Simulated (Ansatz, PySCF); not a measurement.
PySCF was given this input:
```python
from pyscf import gto, scf, dft

mol = gto.Mole()
mol.atom = '''
    Re    0.094108   -0.078918   -0.121251
    O    -1.309138   -0.854278    0.307620
    O    -0.428148    1.448316   -0.507280
    O     0.855022    0.145817    1.336389
'''
mol.basis = 'def2-svp'
mol.ecp = {'Re': 'def2-svp'}
mol.charge = 1
mol.spin = 0
mol.verbose = 4
mol.build()

mf = dft.RKS(mol)
mf.xc = 'wb97x_v'
mf.grids.atom_grid = (99, 590)
mf.grids.prune = None
mf.kernel()
```

**Question.** Write the same job for Ansatz (a program for electronic structure).

**Answer.** One answer among several that fit: 
Ansatz 0.2 input:
```yaml
crystal:
  periodic: [false, false, false]
  atoms:
    - {symbol: Re, position_ang: [0.09410804, -0.07891784, -0.12125114]}
    - {symbol: O, position_ang: [-1.30913754, -0.85427840, 0.30762000]}
    - {symbol: O, position_ang: [-0.42814776, 1.44831601, -0.50727999]}
    - {symbol: O, position_ang: [0.85502242, 0.14581715, 1.33638946]}
basis:
  gaussian:
    orbitals: def2-SVP
hamiltonian:
  xc: {name: wB97X-V}
total_charge: 1
accuracy: high
```

Both were run: PySCF gave -303.307475 Eh and Ansatz -303.307475 Eh, 0.000 mEh apart.
